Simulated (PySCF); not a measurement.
Electron correlation in Sb³²⁺ (antimony, charge +32)

Starting occupation: [Ar] 3d1, 3d3/2 with m_j = +3/2. All numbers are calculated (PySCF 2.14, X2C-1e with screened-nucleus spin-orbit coupling, Gaussian nucleus, in an even-tempered Gaussian basis (16 s from 5.5 bohr⁻², ratio 2.8; 12 p from 7.2 bohr⁻², ratio 2.8; 8 d from 7.2 bohr⁻², ratio 2.8; 3 f from 22 bohr⁻², ratio 3)). Frozen: [Ne]; 9 electrons correlated; the 74 highest virtual spinors left out.

MP2 pair energies summed by pair of shells (mhartree):

```csv
pair,energy,share (%)
3p3/2-3p3/2,-157.06,37.3
3p1/2-3p3/2,-113.84,27.0
3d3/2-3p3/2,-36.25,8.6
3p3/2-3s1/2,-33.15,7.9
3p1/2-3p1/2,-25.30,6.0
3d3/2-3p1/2,-17.97,4.3
3p1/2-3s1/2,-16.19,3.8
3s1/2-3s1/2,-12.99,3.1
3d3/2-3s1/2,-8.19,1.9
```

Total MP2 correlation energy: -420.94 mhartree.

At this charge the one-electron X2C treatment keeps the bare 1/r₁₂, with no two-electron picture change or Breit term. The effect here is smaller than on the frozen 1s shell.
